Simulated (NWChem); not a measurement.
Molecule: CH3BClI; SMILES CB(Cl)I

```xyz
7

B     -0.4419     1.0119     0.0215
Cl     0.8269     2.2167    -0.0009
I      0.1282    -1.0527     0.0005
C     -1.9452     1.4160     0.0029
H     -2.5946     0.6849     0.5042
H     -2.2622     1.4460    -1.0567
H     -2.1128     2.4206     0.4181
```
Atoms are numbered in this order, from 1.

The geometry was optimised at PBE0/def2-SVP. def2 effective core potentials on I; no spin-orbit coupling.

Problem. List the 4 lowest vertical singlet excitations from BHandHLYP/def2-SVP with def2 effective core potentials on I, full TDDFT (NWChem).

Solution. 
```json
[
 {"state": "S1", "energy (eV)": "5.22", "oscillator strength": "0.000", "leading excitation (squared amplitude)": "HOMO → LUMO (1.00)"},
 {"state": "S2", "energy (eV)": "5.96", "oscillator strength": "0.001", "leading excitation (squared amplitude)": "HOMO−2 → LUMO (0.98)"},
 {"state": "S3", "energy (eV)": "5.98", "oscillator strength": "0.097", "leading excitation (squared amplitude)": "HOMO−1 → LUMO (0.94)"},
 {"state": "S4", "energy (eV)": "7.01", "oscillator strength": "0.002", "leading excitation (squared amplitude)": "HOMO → LUMO+1 (0.97)"}
]
```
